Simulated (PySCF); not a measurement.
# C₆ coefficients of unlike pairs at PBE0

Calculated with PySCF 2.14 from the dipole response of each species, C₆(A,B) = (3/π) ∫ α_A(iu) α_B(iu) du, in atomic units, from isotropic polarisabilities. For ions this is the dispersion term alone; charge-induced terms of lower order in 1/R come first.

```
species      configuration                                                                        basis      relativity  α (bohr³)  C₆ (like pair)
     Rh  [Kr] 4d8 5s1 (4F)                                                  aug-cc-pVTZ-DK (9s8p6d3f2g)   spin-free X2C      58.02           500.8
   Be²⁺           1s2 (1S)                                                       aug-cc-pVTZ (5s4p3d2f)            none    0.04190        0.006104
    Ne⁺  [He] 2s2 2p5 (2P)  aug-cc-pVTZ with one added diffuse shell each of s, p, d, f type (6s5p4d3f)            none      1.353           2.379
    Zr⁺  [Kr] 4d2 5s1 (4F)                                    aug-cc-pwCVDZ-PP with ECP28MDF (6s6p5d3f)  core potential      60.91           522.9
```

(1) Estimate C₆ for Ne⁺ with Rh.

No spin-orbit coupling is included.

The other pairs:

```tsv
pair	C₆
Zr⁺, Ne⁺	24.39
Zr⁺, Be²⁺	0.8777
Be²⁺, Rh	0.9372
Zr⁺, Rh	510.7
Ne⁺, Be²⁺	0.1105
```

Answers

(1) The integral gives 25.34. The combination rule 2 C_A C_B / (C_A α_B/α_A + C_B α_A/α_B) gives 20.96 and the geometric mean 34.52.
